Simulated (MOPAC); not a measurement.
MOPAC input (PM7):

```
PM7 PRECISE GNORM=0.05 LET XYZ GEO-OK AUX(PRECISION=9) THREADS=1
H2F3NSi

N     1.62579700 1   -0.28851100 1    0.23095700 1
Si   -0.00791800 1    0.00083800 1   -0.00231300 1
F    -0.60829900 1   -0.50866600 1   -1.37688800 1
F    -0.84195300 1   -0.72707800 1    1.12503800 1
F    -0.28170600 1    1.55651200 1    0.03389400 1
H     1.97770500 1   -1.17829500 1    0.54164000 1
H     2.34019600 1    0.29923400 1   -0.16435200 1
```

From the output:

```
                                                       MOPAC v23.2.5 Linux

          FINAL HEAT OF FORMATION =       -290.23163 KCAL/MOL =   -1214.32916 KJ/MOL

          COSMO AREA              =        102.76 SQUARE ANGSTROMS
          COSMO VOLUME            =         88.80 CUBIC ANGSTROMS

          GRADIENT NORM           =          0.04848          =       0.01832 PER ATOM
          IONIZATION POTENTIAL    =         10.887782 EV
          HOMO LUMO ENERGIES (EV) =        -10.888 -0.169
          NO. OF FILLED LEVELS    =         16
          MOLECULAR WEIGHT        =        101.1032         POINT GROUP:  Cs

          MOLECULAR DIMENSIONS (Angstroms)

            Atom       Atom       Distance
            H     6    F     5     3.62569
            H     7    F     4     3.44069
            F     3    N     1     2.08325

          SCF CALCULATIONS        =         20

   ATOM   CHEMICAL          X               Y               Z
  NUMBER   SYMBOL      (ANGSTROMS)     (ANGSTROMS)     (ANGSTROMS)

     1       N          1.67073195  *  -0.28832353  *   0.25438987  *
     2      Si         -0.01645429  *   0.00571525  *   0.00351793  *
     3       F         -0.62044945  *  -0.49476214  *  -1.35403356  *
     4       F         -0.85652529  *  -0.72067672  *   1.10232337  *
     5       F         -0.30147250  *   1.54167812  *   0.02133291  *
     6       H          2.01767168  *  -1.20229769  *   0.50899057  *
     7       H          2.37961700  *   0.27303794  *  -0.19590880  *

                             CARTESIAN COORDINATES

   1    N        1.670731948    -0.288323529     0.254389873
   2   Si       -0.016454288     0.005715251     0.003517925
   3    F       -0.620449449    -0.494762141    -1.354033561
   4    F       -0.856525287    -0.720676723     1.102323371
   5    F       -0.301472499     1.541678123     0.021332909
   6    H        2.017671676    -1.202297690     0.508990565
   7    H        2.379617003     0.273037942    -0.195908804

           Empirical Formula: H2 N Si F3  =     7 atoms

      MOLECULAR POINT GROUP   :   Cs

                  EIGENVALUES
 -41.49155 -41.37072 -40.97965 -36.50951 -18.22639 -17.83602 -17.50705 -17.15688
 -17.09237 -16.18094 -15.82816 -15.38147 -15.03280 -15.01933 -14.86447 -10.88778
  -0.16896  -0.14692   0.14557   2.94299   5.64249   6.20391  22.69538  22.98675
  23.56314  23.69021  23.98269

              NET ATOMIC CHARGES AND DIPOLE CONTRIBUTIONS

  ATOM NO.   TYPE          CHARGE      No. of ELECS.   s-Pop       p-Pop       d-Pop
    1          N          -0.628259        5.6283     1.51812     4.11014
    2         Si           0.764399        3.2356     0.65796     2.17124     0.40640
    3          F          -0.263435        7.2634     1.92079     5.34264
    4          F          -0.235754        7.2358     1.92009     5.31566
    5          F          -0.235752        7.2358     1.92009     5.31566
    6          H           0.299403        0.7006     0.70060
    7          H           0.299397        0.7006     0.70060
 DIPOLE           X         Y         Z       TOTAL
 POINT-CHG.     3.318    -0.749     0.136     3.404
 HYBRID        -0.156    -0.097    -0.283     0.337
 SUM            3.162    -0.846    -0.147     3.277

          ATOMIC ORBITAL ELECTRON POPULATIONS

     Atom    s        px        py        pz      x^2-y^2     xz        z^2       yz        xy
    1  N   1.51812   1.17967   1.28817   1.64230
    2 Si   0.65796   0.75116   0.69733   0.72274   0.08626   0.08716   0.08086   0.07726   0.07486
    3  F   1.92079   1.86431   1.87990   1.59843
    4  F   1.92009   1.78766   1.82697   1.70104
    5  F   1.92009   1.90708   1.48303   1.92555
    6  H   0.70060
    7  H   0.70060

 **********************
 *                    *
 * JOB ENDED NORMALLY *
 *                    *
 **********************

 == MOPAC DONE ==
```

The geometry given is a B3LYP-D3(BJ)/def2-TZVP minimum.
